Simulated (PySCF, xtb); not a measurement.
C3H5, SMILES C=[C]C (connectivity only; charge and spin as stated), charge +1, multiplicity 1.

GFN2-xTB (xtb 6.7.1) at its own geometry gives an orbital gap of 3.15 eV.

Geometry optimised at PBE0-D3(BJ)/def2-TZVP. The spin state was assumed, not searched. The isomer is the one that the SMILES or the coordinates give; other isomers of the formula were not compared.

**Question.** What does PySCF with PBE/def2-TZVPD give? (An estimate is asked for; the answer gives what the named calculation found.)

**Answer.** gap 3.36 eV (levels -13.81 and -10.45 eV).
